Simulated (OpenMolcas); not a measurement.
How methods differ on Ge2SiH8 (SMILES [GeH3][SiH2][GeH3])

Ge2SiH8 has 11 atoms, charge 0, and is taken as a singlet. SMILES: `[GeH3][SiH2][GeH3]`. The shape is that of a PBE0-D4/def2-TZVP optimisation.

Each level gives the vertical energy of the triplet above the singlet (eV). The values are calculated.

```json
{"level": "SVWN5/cc-pVDZ", "kind": "LDA", "program": "OpenMolcas", "value (eV)": "5.79", "CPU time (all runs)": "2.7 min"}
{"level": "BLYP/cc-pVDZ", "kind": "GGA", "program": "OpenMolcas", "value (eV)": "5.76", "CPU time (all runs)": "4 min"}
{"level": "PBE/cc-pVDZ", "kind": "GGA", "program": "OpenMolcas", "value (eV)": "5.75", "CPU time (all runs)": "3.9 min"}
{"level": "revPBE/cc-pVDZ", "kind": "GGA", "program": "OpenMolcas", "value (eV)": "5.76", "CPU time (all runs)": "3.5 min"}
{"level": "r2SCAN/cc-pVDZ", "kind": "meta-GGA", "program": "OpenMolcas", "value (eV)": "5.94", "CPU time (all runs)": "4.1 min"}
{"level": "B3LYP/cc-pVDZ", "kind": "global hybrid", "program": "OpenMolcas", "value (eV)": "6.01", "CPU time (all runs)": "3.2 min"}
{"level": "BHLYP/cc-pVDZ", "kind": "global hybrid", "program": "OpenMolcas", "value (eV)": "6.30", "CPU time (all runs)": "3.5 min"}
{"level": "M06-2X/cc-pVDZ", "kind": "hybrid meta-GGA", "program": "OpenMolcas", "value (eV)": "6.06", "CPU time (all runs)": "4.1 min"}
```

All-electron rows without a relativistic Hamiltonian named are non-relativistic. The values span 5.75 to 6.30 eV. A triplet this far above the singlet is often a Rydberg-like or dissociative state; sets without diffuse functions put Rydberg states too high. CPU times are rough (shared hosts, several kinds of processor and program).
